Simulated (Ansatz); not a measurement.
Relaxation of C2H6BrFSi (11 atoms, charge 0, multiplicity 1), to a largest force component of 0.015 eV/Å in at most 40 steps.

These are results of Ansatz, RKS PBE0/def2-SVP, not measurements.

```xyz
11
Properties=species:S:1:pos:R:3:forces:R:3
F -1.300 1.612 0.107 -3.06 1.75 0.13
C -0.069 1.349 0.432 1.79 0.39 0.53
C 0.386 0.209 -0.455 -1.45 -1.19 0.52
Si 1.577 0.595 -1.749 2.25 1.97 -0.66
Br -1.231 -0.476 -1.420 0.50 -0.48 -0.19
H 0.529 2.274 0.277 0.19 -0.26 -0.01
H -0.018 1.115 1.506 0.18 -0.29 0.11
H 0.659 -0.657 0.141 0.38 -0.31 0.16
H 1.917 -0.497 -2.607 0.12 -1.08 -0.66
H 2.905 1.053 -1.094 -0.65 -0.27 -0.14
H 1.190 1.779 -2.597 -0.24 -0.23 0.21
```

**Question.** Where does it end, and by what steps?

**Answer.** The run converged. After 12 steps the energy has fallen by 0.825 eV; F1 moved furthest, 1.17 Å.

```
step  energy less start (eV)  largest force component (eV/Å)  accepted
   0                  0.0000                           3.062       yes
   1                 -0.4490                           0.775       yes
   2                 -0.5091                           0.371       yes
   3                 -0.5325                           0.274       yes
   4                 -0.5781                           0.890       yes
   5                 -0.6442                           1.074       yes
   6                 -0.7585                           0.227       yes
   7                 -0.7949                           0.214       yes
   8                 -0.8095                           0.405       yes
   9                 -0.8217                           0.105       yes
  10                 -0.8243                           0.026       yes
  11                 -0.8248                           0.026       yes
  12                 -0.8249                           0.010       yes
```

```xyz
11
Properties=species:S:1:pos:R:3
F -0.481 2.375 -0.238
C -0.042 1.300 0.487
C 0.386 0.173 -0.420
Si 1.509 0.716 -1.864
Br -1.157 -0.750 -1.201
H 0.833 1.615 1.087
H -0.845 0.984 1.173
H 0.902 -0.591 0.181
H 2.062 -0.512 -2.504
H 2.634 1.528 -1.300
H 0.744 1.515 -2.857
```

Whether the end is a true minimum wasn't checked by a vibrational analysis.

Time of the run: 65 s on 2 threads of Arm Neoverse V1, with other jobs on the host, peak memory 0.32 GiB.
